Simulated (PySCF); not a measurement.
Krypton: a sound run and one with changed settings

Sound run: Kr⁺ [Ar] 3d10 4s2 4p5, Kr²⁺ [Ar] 3d10 4s2 4p4. Computed with PySCF 2.14 in cc-pVTZ-DK (6s5p3d1f, 43 functions), with scalar relativity by spin-free X2C-1e. In the sound run the correlated levels freeze [Ar] 3d10. The sound run starts from symmetry-adapted Hartree-Fock orbitals and uses a fine grid where one is needed.

Changed run: no relativity, point nucleus. This setting is unsound on purpose.

```json
{"species": "Kr⁺", "method": "UHF", "sound run (hartree)": "-2787.69343", "changed run (hartree)": "-2726.20996", "converged": "yes"}
{"species": "Kr⁺", "method": "B3LYP", "sound run (hartree)": "-2789.54678", "changed run (hartree)": "-2728.09293", "converged": "yes"}
{"species": "Kr⁺", "method": "LDA", "sound run (hartree)": "-2785.61864", "changed run (hartree)": "-2724.19048", "converged": "yes"}
{"species": "Kr⁺", "method": "MP2", "sound run (hartree)": "-2787.83065", "changed run (hartree)": "-2726.34729", "converged": "yes"}
{"species": "Kr⁺", "method": "CCSD(T)", "sound run (hartree)": "-2787.85438", "changed run (hartree)": "-2726.37187", "converged": "yes"}
{"species": "Kr²⁺", "method": "UHF", "sound run (hartree)": "-2786.83979", "changed run (hartree)": "-2725.35380", "converged": "yes"}
{"species": "Kr²⁺", "method": "B3LYP", "sound run (hartree)": "-2788.64812", "changed run (hartree)": "-2727.19139", "converged": "yes"}
{"species": "Kr²⁺", "method": "LDA", "sound run (hartree)": "-2784.71427", "changed run (hartree)": "-2723.28315", "converged": "yes"}
{"species": "Kr²⁺", "method": "MP2", "sound run (hartree)": "-2786.94707", "changed run (hartree)": "-2725.46171", "converged": "yes"}
{"species": "Kr²⁺", "method": "CCSD(T)", "sound run (hartree)": "-2786.96959", "changed run (hartree)": "-2725.48526", "converged": "yes"}
```

Ionisation energy of Kr⁺:

```json
{"method": "UHF", "sound run (eV)": "23.229", "changed run (eV)": "23.297"}
{"method": "B3LYP", "sound run (eV)": "24.454", "changed run (eV)": "24.532"}
{"method": "LDA", "sound run (eV)": "24.609", "changed run (eV)": "24.690"}
{"method": "MP2", "sound run (eV)": "24.043", "changed run (eV)": "24.098"}
{"method": "SCS-MP2", "sound run (eV)": "24.039", "changed run (eV)": "24.092"}
{"method": "CCSD", "sound run (eV)": "24.048", "changed run (eV)": "24.099"}
{"method": "CCSD(T)", "sound run (eV)": "24.076", "changed run (eV)": "24.126"}
```

Most of the change in total energy is the relativistic energy itself. On top of that the contraction fixes the core shape for the Hamiltonian it was made with, so the changed run is not a good calculation with the other Hamiltonian either.

For comparison, NIST gives 24.360 eV between the lowest levels.
